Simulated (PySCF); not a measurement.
Molfile (atoms numbered from 1):
```
C8H10OSi
     RDKit          3D

 20 21  0  0  0  0  0  0  0  0999 V2000
    3.0365   -0.0564    0.0878 C   0  0  0  0  0  0  0  0  0  0  0  0
    1.9662    0.0586    1.1472 C   0  0  0  0  0  0  0  0  0  0  0  0
    2.2126    0.1655    2.3295 O   0  0  0  0  0  0  0  0  0  0  0  0
    0.6033    0.0348    0.6259 C   0  0  0  0  0  0  0  0  0  0  0  0
   -0.6182    0.2034    1.1632 C   0  0  0  0  0  0  0  0  0  0  0  0
   -1.3419    0.0465   -0.1442 C   0  0  1  0  0  0  0  0  0  0  0  0
   -2.7104   -1.2410   -0.3296 Si  0  0  0  0  0  4  0  0  0  0  0  0
   -1.4073    1.3427   -0.9255 C   0  0  0  0  0  0  0  0  0  0  0  0
   -0.2132    1.1832   -1.4862 C   0  0  0  0  0  0  0  0  0  0  0  0
    0.0766   -0.1209   -0.7873 C   0  0  1  0  0  0  0  0  0  0  0  0
    2.8992    0.7260   -0.6555 H   0  0  0  0  0  0  0  0  0  0  0  0
    2.9484   -1.0182   -0.4139 H   0  0  0  0  0  0  0  0  0  0  0  0
    4.0215    0.0293    0.5380 H   0  0  0  0  0  0  0  0  0  0  0  0
   -0.9779    0.4256    2.1498 H   0  0  0  0  0  0  0  0  0  0  0  0
   -3.8883   -0.7711    0.3997 H   0  0  0  0  0  0  0  0  0  0  0  0
   -2.2212   -2.5055    0.2177 H   0  0  0  0  0  0  0  0  0  0  0  0
   -3.0003   -1.3721   -1.7576 H   0  0  0  0  0  0  0  0  0  0  0  0
   -2.1628    2.1046   -0.9450 H   0  0  0  0  0  0  0  0  0  0  0  0
    0.3864    1.7555   -2.1697 H   0  0  0  0  0  0  0  0  0  0  0  0
    0.3855   -0.9797   -1.3728 H   0  0  0  0  0  0  0  0  0  0  0  0
  1  2  1  0
  2  3  2  0
  2  4  1  0
  4  5  2  0
  5  6  1  0
  6  7  1  1
  6  8  1  0
  8  9  2  0
  9 10  1  0
 10  4  1  0
 10  6  1  0
  1 11  1  0
  1 12  1  0
  1 13  1  0
  5 14  1  0
  7 15  1  0
  7 16  1  0
  7 17  1  0
  8 18  1  0
  9 19  1  0
 10 20  1  6
M  END
```

[PySCF: coordinates at the GFN2-xTB level; GIAO PBE0/pcSseg-1 shieldings; equivalent nuclei averaged; gas phase; a single conformation; no relativistic terms]

Predict the 2D correlation tables (HSQC, COSY, HMBC).

## Answers



HSQC (one-bond C–H):
```
                δH          δC
        7.69 (H14)  165.5 (C5)
        7.00 (H19)  149.4 (C9)
        6.99 (H18)  156.5 (C8)
        4.00 (H20)  55.2 (C10)
2.24 (H11/H12/H13)   30.1 (C1)
```

COSY cross peaks (H two or three bonds apart, from the bond graph; peaks can be absent where the dihedral angle is near 90°):
```
        δH          δH
7.00 (H19)  6.99 (H18)
7.00 (H19)  4.00 (H20)
```

HMBC (two and three bonds, from the bond graph):
```
                δH                                                                     δC
        7.69 (H14)              196.0 (C2), 156.6 (C4), 156.5 (C8), 55.2 (C10), 48.2 (C6)
        7.00 (H19)                          156.6 (C4), 156.5 (C8), 55.2 (C10), 48.2 (C6)
        6.99 (H18)                          165.5 (C5), 149.4 (C9), 55.2 (C10), 48.2 (C6)
4.12 (H15/H16/H17)                          165.5 (C5), 156.5 (C8), 55.2 (C10), 48.2 (C6)
        4.00 (H20)  196.0 (C2), 165.5 (C5), 156.6 (C4), 156.5 (C8), 149.4 (C9), 48.2 (C6)
2.24 (H11/H12/H13)                                                 196.0 (C2), 156.6 (C4)
```

Referencing at the same level of theory: ¹H (31.72 ppm), ¹³C (186.93 ppm) vs TMS.

Short H···H contacts in this conformer between protons four or more bonds apart (candidates for NOE cross peaks, intensity ∝ r⁻⁶): H12···H20 2.74 Å.

Shifts are as computed. Against solution values, carbons near 30 ppm lie about +3 ppm off and those near 130 ppm about +5 ppm. Of 1309 compounds with measured shifts, 239 miss one by over three times the rms of a fit or turn the order of signals round; such compounds aren't used in these exercises.
